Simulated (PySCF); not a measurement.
**Worked example: oscillator strength and radiative lifetime**

1,1-dimethylcyclopropane (C5H10), SMILES CC1(C)CC1.

Geometry: PBE0-D3(BJ)/def2-SVP.

TDA-PBE/def2-SVPD run with PySCF puts the first singlet state with f over 0.02 at 6.50 eV (vertical), with the transition dipole (-0.477, 0.000, 0.000) in atomic units.

Find the oscillator strength, the wavelength and the radiative lifetime that this transition would have in vacuum if emission retraced absorption.


|μ|² = 0.2275 au, so |μ| = 1.21 D. ΔE = 6.50/27.211 = 0.2389 hartree. f = (2/3) ΔE |μ|² = 0.036 (the program prints 0.036).
λ = 1239.84/6.50 = 191 nm; ν = 52426 cm⁻¹.
Einstein's coefficient A = 0.6670 ν² f s⁻¹ (ν in cm⁻¹) = 6.6e7 s⁻¹, so τ = 1/A = 15 ns. This state is S1. The figure is the radiative limit of this one transition; relaxation, internal conversion, crossing to triplets and a medium change what is measured.
